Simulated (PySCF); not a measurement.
# Electronic structure of Mn²⁺ (manganese, charge +2) at the PBE0 level

Configuration: [Ar] 3d5, high-spin 6S determinant. All numbers are calculated (PySCF 2.14, the spin-free X2C one-electron Hamiltonian (Gaussian nucleus), in ANO-RCC-VTZP (6s5p3d2f1g, 59 functions)).

* Total energy: -1157.486 hartree
* One-electron energy: -1578.710 hartree
* Hartree (Coulomb) energy: 473.263 hartree
* Exchange-correlation energy: -52.039 hartree
* ⟨S²⟩: 8.7503
* ⟨L²⟩: 0.000
* Sum of ⟨r⟩: 14.92 bohr
* Sum of ⟨r²⟩: 16.22 bohr²
* Langevin diamagnetic susceptibility: -12.8 ×10⁻⁶ cm³/mol

```csv
shell,electrons,mean orbital energy (eV),"rms radius, mean of both spins (bohr)"
1s α,1,-6485.5,0.0703
1s β,1,-6485.5,0.0703
2s α,1,-776.85,0.303
2s β,1,-774.44,0.303
2p α,3,-659.92,0.274
2p β,3,-657.86,0.274
3s α,1,-111.36,0.917
3s β,1,-104.69,0.917
3p α,3,-78.787,0.984
3p β,3,-71.585,0.984
3d α,5,-28.244,1.27
```

Densities and radii are taken from the X2C orbitals without a picture-change correction, which distorts them close to the nucleus.
